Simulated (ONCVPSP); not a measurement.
## silicon (Si): ONCV pseudisation with PBE, scalar-relativistic reference atom.

ONCVPSP 4.0.1 input, shortened (lines: element, Z, core and valence counts, functional; n l f; lmax; l rc ep ncon nbas qcut; lloc lpopt rc5 dvloc0; l nproj debl; icmod fcfact rcfact), PBE, scalar-relativistic:

```
  Si 14.00    3    1        4      upf
    1    0    2.00
    2    0    2.00
    2    1    6.00
    3    0    2.00
    1
    0    1.90    0.00    4    7    3.80
    1    1.90    0.20    4    8    4.60
    1    5    1.90    0.00
    0    2    0.90
    1    0    1.10
    0    0.00    0.00
```

In the s channel the program set the typed energies aside and used -1.049, 0.250 Ha. In the p channel the program set the typed energies aside and used 0.050 Ha.

- Cutoffs needed: 7.7 Ha and 28 Ha (the cutoffs (Ha) at which the residual kinetic energy of the hardest occupied pseudo-wave falls to 1 and 0.1 mHa per electron)
- Ghost test: no bound ghost flagged; no localised positive-energy state flagged
- Largest excitation error: +332 meV (all-electron minus pseudo) for 3s1 3p3, out of 4 test configurations
